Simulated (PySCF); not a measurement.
C3H8Cl2OSi, singlet, geometry from GFN2-xTB; CASCI(2,4)/STO-3G run with PySCF.

The PySCF input:
```python
from pyscf import gto, scf, mcscf
import numpy

mol = gto.M(
    atom='''
C    -0.55973951   -1.81269506    1.76668685
C    -0.87057258   -1.27585366    0.36813485
C    -2.29409756   -0.71590407    0.32534417
Si    0.42300208    0.01102246   -0.18785085
O     1.84805286   -0.75828026   -0.12529221
Cl    0.08153478    0.65716294   -2.07996701
Cl    0.45908446    1.62471252    1.03605321
H     0.43594644   -2.24628556    1.79788151
H    -1.28112915   -2.57956829    2.04233446
H    -0.61116569   -1.01456102    2.50365743
H    -0.82390762   -2.12056243   -0.32698603
H    -3.00872451   -1.48535877    0.61134191
H    -2.54797890   -0.36793188   -0.67335199
H    -2.39884436    0.11826869    1.01599547
H     2.68528277   -0.35723896   -0.35308401
''',
    basis='sto-3g',
    verbose=4,
)

mf = scf.RHF(mol)
mf.kernel()
mc = mcscf.CASCI(mf, 4, 2)
mc.fix_spin_(ss=0.0)
mc.kernel()
occ = numpy.linalg.eigvalsh(mc.fcisolver.make_rdm1(mc.ci, mc.ncas, mc.nelecas))[::-1]
ss = mc.fcisolver.spin_square(mc.ci, mc.ncas, mc.nelecas)[0]
print('natural occupations', occ.round(4), ' <S^2>', round(ss, 4))
```

Question: What does PySCF print? Leave out banner, timings and long lists.

Answer: 
```
PySCF version 2.14.0

[INPUT] verbose = 4
[INPUT] num. atoms = 15
[INPUT] num. electrons = 82
[INPUT] charge = 0
[INPUT] spin (= nelec alpha-beta = 2S) = 0
[INPUT] symmetry False subgroup None
[INPUT] Mole.unit = angstrom
[INPUT] Symbol           X                Y                Z      unit          X                Y                Z       unit  Magmom
[INPUT]  1 C     -0.559739510000  -1.812695060000   1.766686850000 AA   -1.057754374998  -3.425497210752   3.338554294371 Bohr   0.0
[INPUT]  2 C     -0.870572580000  -1.275853660000   0.368134850000 AA   -1.645143747756  -2.411013992424   0.695674043408 Bohr   0.0
[INPUT]  3 C     -2.294097560000  -0.715904070000   0.325344170000 AA   -4.335216091433  -1.352862623761   0.614811377524 Bohr   0.0
[INPUT]  4 Si     0.423002080000   0.011022460000  -0.187850850000 AA    0.799358081321   0.020829430619  -0.354986658767 Bohr   0.0
[INPUT]  5 O      1.848052860000  -0.758280260000  -0.125292210000 AA    3.492313769119  -1.432942017064  -0.236767962441 Bohr   0.0
[INPUT]  6 Cl     0.081534780000   0.657162940000  -2.079967010000 AA    0.154078403827   1.241857975814  -3.930567997030 Bohr   0.0
[INPUT]  7 Cl     0.459084460000   1.624712520000   1.036053210000 AA    0.867543897444   3.070261693952   1.957856817376 Bohr   0.0
[INPUT]  8 H      0.435946440000  -2.246285560000   1.797881510000 AA    0.823819376579  -4.244864505965   3.397503658319 Bohr   0.0
[INPUT]  9 H     -1.281129150000  -2.579568290000   2.042334460000 AA   -2.420983223697  -4.874677587713   3.859452784161 Bohr   0.0
[INPUT] 10 H     -0.611165690000  -1.014561020000   2.503657430000 AA   -1.154935770831  -1.917242464459   4.731226852432 Bohr   0.0
[INPUT] 11 H     -0.823907620000  -2.120562430000  -0.326986030000 AA   -1.556959753742  -4.007282222742  -0.617914043259 Bohr   0.0
[INPUT] 12 H     -3.008724510000  -1.485358770000   0.611341910000 AA   -5.685665308166  -2.806921272021   1.155268778369 Bohr   0.0
[INPUT] 13 H     -2.547978900000  -0.367931880000  -0.673351990000 AA   -4.814982292171  -0.695290485696  -1.272450846531 Bohr   0.0
[INPUT] 14 H     -2.398844360000   0.118268690000   1.015995470000 AA   -4.533158855858   0.223495433211   1.919953182099 Bohr   0.0
[INPUT] 15 H      2.685282770000  -0.357238960000  -0.353084010000 AA    5.074449002313  -0.675083795424  -0.667232077863 Bohr   0.0

nuclear repulsion = 569.296699091447
number of shells = 35
number of NR pGTOs = 165
number of NR cGTOs = 55
basis = sto-3g
ecp = {}

******** <class 'pyscf.scf.hf.RHF'> ********
method = RHF
initial guess = minao
damping factor = 0
level_shift factor = 0
DIIS = <class 'pyscf.scf.diis.CDIIS'>
diis_start_cycle = 1
diis_space = 8
diis_damp = 0
SCF conv_tol = 1e-09
SCF conv_tol_grad = None
SCF max_cycles = 50
direct_scf = True
direct_scf_tol = 1e-13
Set gradient conv threshold to 3.16228e-05
Initial guess from minao.
init E= -1385.9519950051
  HOMO = -0.333087370414518  LUMO = 0.117779953176856  gap/eV = 12.26872
cycle= 1 E= -1385.54010136582  delta_E= 0.412  |g|= 0.495  |ddm|= 4.51
  HOMO = -0.316335964736163  LUMO = 0.257871650472477  gap/eV = 15.62499
cycle= 2 E= -1385.63791132927  delta_E= -0.0978  |g|= 0.133  |ddm|=    1
  HOMO = -0.364473283729552  LUMO = 0.300983052514861  gap/eV = 18.10799
cycle= 3 E= -1385.64460616621  delta_E= -0.00669  |g|= 0.0298  |ddm|= 0.243
  HOMO = -0.370788039423533  LUMO = 0.300144772138928  gap/eV = 18.25701
cycle= 4 E= -1385.64513530452  delta_E= -0.000529  |g|= 0.00429  |ddm|= 0.0805
  HOMO = -0.371373198241161  LUMO = 0.298558987296349  gap/eV = 18.22978
cycle= 5 E= -1385.64514833012  delta_E= -1.3e-05  |g|= 0.00115  |ddm|= 0.0125
  HOMO = -0.371473889173968  LUMO = 0.298578374040817  gap/eV = 18.23305
cycle= 6 E= -1385.64514945675  delta_E= -1.13e-06  |g|= 0.000271  |ddm|= 0.00407
  HOMO = -0.371455480675169  LUMO = 0.2985947355371  gap/eV = 18.23300
cycle= 7 E= -1385.64514950964  delta_E= -5.29e-08  |g|= 6.8e-05  |ddm|= 0.000839
  HOMO = -0.371472033377664  LUMO = 0.298580749470314  gap/eV = 18.23306
cycle= 8 E= -1385.64514951271  delta_E= -3.07e-09  |g|= 1.61e-05  |ddm|= 0.000195
  HOMO = -0.371470278125765  LUMO = 0.298579884958399  gap/eV = 18.23299
cycle= 9 E= -1385.64514951292  delta_E= -2.12e-10  |g|= 2.99e-06  |ddm|= 5.93e-05
  HOMO = -0.371470233350251  LUMO = 0.298580236245787  gap/eV = 18.23300
Extra cycle  E= -1385.64514951293  delta_E= -1.59e-11  |g|= 1.23e-06  |ddm|= 7.56e-06
converged SCF energy = -1385.64514951293

******** <class 'pyscf.mcscf.casci.CASCI'> ********
CAS (1e+1e, 4o), ncore = 40, nvir = 11
natorb = False
canonicalization = True
sorting_mo_energy = False
******** <class 'pyscf.fci.addons.SpinPenaltyFCISolver'> ********
max. cycles = 200
conv_tol = 1e-08
davidson only = True
linear dependence = 1e-12
level shift = 0.001
max iter space = 12
nroots = 1
pspace_size = 400
spin = None
Density matrix diagonal elements [1.99805196e+00 1.16150096e-03 4.27973911e-04 3.58562531e-04]
CASCI converged
CASCI E = -1385.64623280860  E(CI) = -1.02671072165867  S^2 = 0.0000000
natural occupations [1.9981e+00 1.4000e-03 4.0000e-04 1.0000e-04]  <S^2> 0.0
```
